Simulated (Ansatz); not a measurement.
Consider the substitution at a C–Si bond: `C[SiH2]N[SiH2]O` + `CC[Si]O` → `CC[Si]OC` + `O[SiH2]N[SiH3]`.

Program: Ansatz. Geometries: PBE0-D4/def2-TZVP. ΔE: electronic, gas phase. CBS: MP2 limit from def2 TZ/QZ plus the TZ coupled-cluster correction, frozen cores. Functionals use def2-TZVPP. HSE06 is defined as in plane-wave codes. Each species was taken in one conformer, which may not be the lowest.

`C[SiH2]N[SiH2]O`:

```xyz
14

C     1.753   -1.552    0.095
Si    0.496   -0.644   -0.943
N     0.017    0.854   -0.219
Si   -1.554    1.420    0.182
O    -1.841    1.521    1.801
H     2.047   -2.487   -0.390
H     1.353   -1.789    1.084
H     2.657   -0.952    0.231
H     1.084   -0.423   -2.295
H    -0.745   -1.450   -1.090
H     0.770    1.498   -0.017
H    -1.744    2.816   -0.274
H    -2.500    0.481   -0.472
H    -1.793    0.709    2.307
```

`CC[Si]O`:

Z-matrix (Å, degrees):
```
C
C 1 1.522
H 1 1.095 2 111.6
H 1 1.093 2 112.4 3 119.7
H 1 1.095 2 111.6 3 -120.5
Si 2 1.914 1 119.6 3 60.2
H 2 1.100 1 110.9 3 -177.0
H 2 1.101 1 110.9 3 -62.4
O 6 1.654 2 102.3 1 -0.6
H 9 0.963 6 118.6 2 0.1
```

`CC[Si]OC`:

Cartesian coordinates in Å:
```
C 0.085 -1.627 -0.279
C -0.410 -0.840 0.940
Si 0.965 0.340 1.558
O 0.915 1.586 0.483
C 0.100 1.902 -0.620
H 1.039 -2.125 -0.078
H -0.623 -2.405 -0.575
H 0.239 -0.978 -1.144
H -0.633 -1.532 1.760
H -1.348 -0.320 0.712
H 0.681 1.806 -1.541
H -0.778 1.254 -0.688
H -0.233 2.938 -0.528
```

`O[SiH2]N[SiH3]`:

Z-matrix (Å, degrees):
```
Si
N 1 1.719
O 1 1.645 2 114.1
H 1 1.485 2 105.4 3 122.5
H 1 1.480 2 110.9 3 -115.8
Si 2 1.727 1 129.0 3 -111.1
H 2 1.012 1 115.4 3 69.3
H 3 0.958 1 117.5 2 60.5
H 6 1.484 2 107.5 1 9.1
H 6 1.489 2 112.6 1 -111.1
H 6 1.489 2 110.9 1 128.8
```

```csv
level,ΔE (kcal/mol)
PBE0,25.3
HSE06,25.3
```

Task: What does CCSD(T)/CBS give? (Best estimate.)

Result: The calculation gave: +25.3 kcal/mol. The listed levels differ from it by 0.0, 0.0 kcal/mol.

Task: What do rigid-rotor, harmonic-oscillator terms from PBE0-D4/def2-TZVP frequencies (298.15 K, 1 bar) make of the CCSD(T)/CBS value? (Best estimate.)

Result: The calculation gave: ΔZPE = -0.2 kcal/mol, ΔH = +25.1 kcal/mol, ΔS = 0 J/(mol·K), ΔG = +25.1 kcal/mol. Modes under 50 cm⁻¹ make the entropy rough.

Largest T1 diagnostic among the species: 0.013.

At CCSD(T), def2-SVP lies −5.0 kcal/mol from the extrapolated value and def2-TZVPP −0.9 kcal/mol. Leaving LDA and LC-ωPBE aside and taking each functional with its dispersion term where it has one, the values, not all of them listed here, spread over 3.3 kcal/mol, from BLYP-D4 to r2SCAN0-D4.

CCSD(T)/CBS has its own doubt, a few kJ/mol and more with outer-core shells, so smaller differences from it don't rank the levels.
